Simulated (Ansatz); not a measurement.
Tuning the range parameter of LC-ωPBE so that −HOMO meets the ionisation energy; basis def2-SVP, Ansatz. System: VBr2(PH3)2 (VP2H6Br2). The state is a quartet with charge 0. Geometry: r2SCAN-D4/def2-SVP. The ionised state is a triplet, and HOMO is the level of the spin that leaves.

Geometry of the quartet:

```xyz
11

V     0.760    0.981    0.473
Br    0.747    1.726   -1.875
Br    1.501    1.608    2.666
P     1.301   -1.264   -0.367
H     1.391   -2.436    0.438
H     2.554   -1.391   -1.025
H     0.489   -1.801   -1.403
P    -1.665    0.673    0.336
H    -2.197   -0.056   -0.762
H    -2.418    1.864    0.156
H    -2.464    0.096    1.363
```

| ω (1/bohr) | HOMO (eV) | LUMO (eV) | vertical IE (eV) | HOMO + IE (eV) |
| --- | --- | --- | --- | --- |
| 0.15 | -6.07 | -0.98 | 6.81 | 0.74 |
| 0.2 | -6.66 | -0.50 | 6.97 | 0.31 |
| 0.3 | -7.66 | 0.25 | 7.36 | -0.31 |

Problem. Estimate the row for 0.1 bohr⁻¹.

Solution. 
| ω (1/bohr) | HOMO (eV) | LUMO (eV) | vertical IE (eV) | HOMO + IE (eV) |
| --- | --- | --- | --- | --- |
| 0.1 | -5.41 | -1.55 | 6.69 | 1.28 |

Problem. Where does the tuning condition hold?

Solution. Near ω = 0.25 bohr⁻¹, by linear interpolation.
